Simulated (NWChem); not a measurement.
# CuH4O2F2, doublet; SMILES [OH2]->[Cu](<-[OH2])([F])[F]

Computed with NWChem. Spin-unrestricted. All runs use the structure optimised with B3LYP/6-31G* (spherical d), spin-unrestricted. Not confirmed as a minimum by frequencies. The spin multiplicity was typed, not searched, and may not be the lowest. No stability test was run on the SCF state.

**Question.** What does the run give for UHF/3-21G? Quantities: highest occupied level (eV); lowest empty minus highest occupied level, either spin (eV); dipole (D); <S²>.

**Answer.** 
```yaml
highest occupied level (eV): -12.24
lowest empty minus highest occupied level, either spin (eV): 12.27
dipole (D): 1.54
"<S²>": 0.751
```
